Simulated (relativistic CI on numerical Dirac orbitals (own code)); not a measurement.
Hyperfine structure of Sr¹³⁺, mass number 87

Method of calculation: Dirac-Coulomb-Breit CI, KLI orbitals optimised for each configuration, model QED (radiative potential, 1s self-energy scaled to tabulated hydrogen-like ionisation energies), unscaled Slater integrals (own radial code, finite nucleus).

Configuration list (outside the closed core [Ne]): 3s²3p⁶3d⁷, 3s²3p⁵3d⁸, 3s²3p⁴3d⁹, 3s3p⁶3d⁸, 3s²3p⁶3d⁶4s, 3p⁶3d⁹, 3s²3p⁶3d⁶4p, 3s²3p⁶3d⁶4d, 3s3p⁵3d⁹, 3s²3p⁶3d⁵4s², 3s²3p⁶3d⁶4f, 3s²3p⁶3d⁵4s4p, 3s²3p⁶3d⁶5s, 3s²3p⁵3d⁷4s, 3s²3p⁶3d⁵4p², 3s²3p⁶3d⁶5p. Levels of other configurations are missing.

Nuclear spin I = 9/2, μ = -1.09316 μN, Q = 0.305 b (tables of Stone and Pyykkö). The electronic factors are computed for point nuclear moments, without core polarisation or the Bohr-Weisskopf and QED corrections.

```json
{"Level": "3s²3p⁶3d⁷ ⁴F9/2", "E (eV)": "0.0000", "A (MHz)": "-637.6", "B (MHz)": "795"}
{"Level": "3s²3p⁶3d⁷ ⁴F7/2", "E (eV)": "1.4103", "A (MHz)": "-697.3", "B (MHz)": "572"}
{"Level": "3s²3p⁶3d⁷ ⁴F5/2", "E (eV)": "2.1996", "A (MHz)": "-820.1", "B (MHz)": "466"}
{"Level": "3s²3p⁶3d⁷ ⁴F3/2", "E (eV)": "2.6776", "A (MHz)": "-1312", "B (MHz)": "373"}
{"Level": "3s²3p⁶3d⁷ ⁴P3/2", "E (eV)": "5.3995", "A (MHz)": "-546.9", "B (MHz)": "658"}
{"Level": "3s²3p⁶3d⁷ ⁴P5/2", "E (eV)": "5.9029", "A (MHz)": "-352.9", "B (MHz)": "-1120"}
{"Level": "3s²3p⁶3d⁷ ²G9/2", "E (eV)": "6.1952", "A (MHz)": "-815.7", "B (MHz)": "-667"}
{"Level": "3s²3p⁶3d⁷ ⁴P1/2", "E (eV)": "6.6135", "A (MHz)": "541", "B (MHz)": ""}
```

Levels with J = 0, under 50 % of one LS term, or S terms without an open s electron are left out. Small factors come from cancelling terms and can be off by tens of per cent or more.

At this charge energies of transitions that change n are usually good to better than 1 %, and those within a shell (Δn = 0) to a few per cent. Terms inside the open d or f shell come out 10 to 20 % too wide with unscaled integrals.

Task: Give the hyperfine levels of 3s²3p⁶3d⁷ ⁴F9/2 relative to its centre of gravity.

Result: With K = F(F + 1) − I(I + 1) − J(J + 1), E = AK/2 + B[¾K(K + 1) − I(I + 1)J(J + 1)]/[2I(2I − 1)J(2J − 1)]: F = 0: 16150, F = 1: 15460, F = 2: 14110, F = 3: 12080, F = 4: 9411, F = 5: 6112, F = 6: 2214, F = 7: -2249, F = 8: -7240, F = 9: -12710 MHz.

LS names give the leading component of a level, which can be under half, so a name can repeat, a term be missing and a line seem to break the LS rules.
